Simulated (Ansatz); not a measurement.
```xyz
2

Si    0.0000    0.0000    0.0000
Si    0.0000    0.0000    2.7000
```

Basis set: def2-SVP (spherical functions). Charge 0, multiplicity 3.

Computed with Ansatz (development build ahead of 0.2.0); each method stands on the lowest determinant of its kind that the runs found.

The atomization energy at this shape (free ground-state atoms in the same class of orbitals less the molecule, no zero-point energy) of triplet Si₂:

```
method  atomization energy
   UHF             0.81 eV
```

(1) What does PBE0 (unrestricted) give?

Answers

(1) 2.49 eV. Caution: the shape is not the minimum. Caution for UHF: the unrestricted determinant is spin contaminated.
